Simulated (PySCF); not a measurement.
A structure optimised at B3LYP-D3(BJ)/def2-SVP, used in a PySCF frequency run:

```xyz
21

C     -1.6506    -1.4540    -1.5958
O     -1.3613    -0.2684    -0.8857
Si     0.0000     0.0000     0.0000
O     -0.2684     1.3613     0.8857
C     -1.4540     1.6506     1.5958
O      0.2684    -1.3613     0.8857
C      1.4540    -1.6506     1.5958
O      1.3613     0.2684    -0.8857
C      1.6506     1.4540    -1.5958
H     -1.5181    -2.3475    -0.9618
H     -1.0018    -1.5606    -2.4838
H     -2.6970    -1.4142    -1.9363
H     -1.4142     2.6970     1.9363
H     -1.5606     1.0018     2.4838
H     -2.3475     1.5181     0.9618
H      2.3475    -1.5181     0.9618
H      1.5606    -1.0018     2.4838
H      1.4142    -2.6970     1.9363
H      1.0018     1.5606    -2.4838
H      1.5181     2.3475    -0.9618
H      2.6970     1.4142    -1.9363
```

**Question.** Write its SMILES, formula and point group.

**Answer.** CO[Si](OC)(OC)OC, C4H12O4Si, S4

**Question.** What are its rotational constants (standard atomic weights)?

**Answer.** 1.1605, 1.1605, 1.1526 GHz
